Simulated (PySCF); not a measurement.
**Atomic charges by several schemes**

C7H17NSi.
Geometry (GFN2-xTB, Å), atoms numbered from 1 in this order:
```xyz
26
C7H17NSi angstrom
C     -2.7426    1.5895   -1.3378
C     -2.9084    0.3147   -0.5745
C     -2.0006   -0.3094    0.1665
C     -2.3207   -1.6001    0.8639
C     -0.5847    0.1688    0.3519
C      0.3374   -0.3988   -0.7321
Si     2.1116    0.2680   -0.6575
N      2.8116   -0.3294    0.7931
C      4.1756   -0.0551    1.1742
H     -3.4005    2.3573   -0.9277
H     -1.7211    1.9553   -1.3131
H     -3.0290    1.4367   -2.3785
H     -3.8982   -0.1195   -0.6550
H     -3.3236   -1.9431    0.6222
H     -2.2479   -1.4731    1.9444
H     -1.6088   -2.3719    0.5727
H     -0.2275   -0.1519    1.3332
H     -0.5443    1.2587    0.3288
H      0.3399   -1.4869   -0.6644
H     -0.0816   -0.1537   -1.7080
H      2.0666    1.7397   -0.7771
H      2.9326   -0.2646   -1.7501
H      2.2194   -0.4439    1.6019
H      4.7899   -0.0381    0.2773
H      4.5475   -0.8375    1.8388
H      4.2864    0.9108    1.6798
```

Density: PBE0/pcSseg-1 (PySCF); schemes: Mulliken, IAO, Hirshfeld and ESP-fitted. One conformer (not necessarily the lowest) at the GFN2-xTB geometry, without solvent, vibrations or thermal averaging.

What partial charge does each atom carry?

In e; atoms taken as equivalent share a row and are averaged (×n: the atom named and its like, n in all):

```
       atom                      environment  Mulliken     IAO  Hirshfeld  ESP-fitted
         C1                   allylic carbon    -0.206  -0.424     -0.119      -0.494
         C2                 alkene CH carbon    -0.154  -0.169     -0.059      -0.061
         C3  fully substituted alkene carbon    -0.367  +0.010     +0.006      -0.023
         C4                   allylic carbon    -0.149  -0.419     -0.120      -0.554
         C5                   allylic carbon    -0.185  -0.253     -0.069      +0.016
         C6      sp3 carbon bound to silicon    -0.526  -0.536     -0.158      -0.524
        Si7                     SiH2 silicon    +0.785  +0.892     +0.361      +0.484
         N8           silicon-bound nitrogen    -0.696  -0.678     -0.248      -0.603
         C9                  N-methyl carbon    -0.090  -0.296     -0.069      -0.204
H10/H11/H12                  methyl hydrogen    +0.121  +0.146     +0.043      +0.150
        H13                 vinylic hydrogen    +0.076  +0.132     +0.036      +0.124
H14/H15/H16                  methyl hydrogen    +0.115  +0.142     +0.041      +0.162
    H17/H18               methylene hydrogen    +0.124  +0.129     +0.036      +0.063
    H19/H20               methylene hydrogen    +0.143  +0.145     +0.037      +0.166
    H21/H22                    Si–H hydrogen    -0.124  -0.161     -0.095      -0.109
        H23                     N–H hydrogen    +0.193  +0.250     +0.110      +0.347
H24/H25/H26                  methyl hydrogen    +0.107  +0.134     +0.040      +0.105
```

Mean size of the charges over all atoms: IAO 0.238 e, ESP-fitted 0.206 e, Mulliken 0.202 e, Hirshfeld 0.079 e. Each set sums to the total charge, 0, to within 0.001 e. The Mulliken scheme gives each basis function's population to the atom it is centred on and halves the overlap population of two atoms between them. The IAO scheme counts the electrons in orthogonalised intrinsic atomic orbitals, a minimal basis polarised so that it spans the occupied orbitals exactly.

Some averages cover members that differ in this geometry: H24/H25/H26, ESP-fitted +0.089 to +0.131; H14/H15/H16, ESP-fitted +0.146 to +0.178; H21/H22, IAO -0.175 to -0.147 e.

Lowest charge. All schemes agree: Mulliken N8 (-0.696); IAO N8 (-0.678); Hirshfeld N8 (-0.248); ESP-fitted N8 (-0.603).

Highest charge. All schemes agree: Mulliken Si7 (+0.785); IAO Si7 (+0.892); Hirshfeld Si7 (+0.361); ESP-fitted Si7 (+0.484).

Sum the charges by element, for elements with more than one atom.

```csv
element,atoms,Mulliken,IAO,Hirshfeld,ESP-fitted
C,7,-1.677,-2.087,-0.587,-1.845
H,17,+1.588,+1.873,+0.474,+1.964
```

How closely do the schemes follow one another over all atoms?

Correlation coefficient and root-mean-square difference: IAO with Hirshfeld 0.98, 0.202 e; IAO with ESP-fitted 0.93, 0.111 e; Mulliken with Hirshfeld 0.93, 0.174 e; Mulliken with IAO 0.93, 0.114 e; Hirshfeld with ESP-fitted 0.89, 0.178 e; Mulliken with ESP-fitted 0.85, 0.149 e.
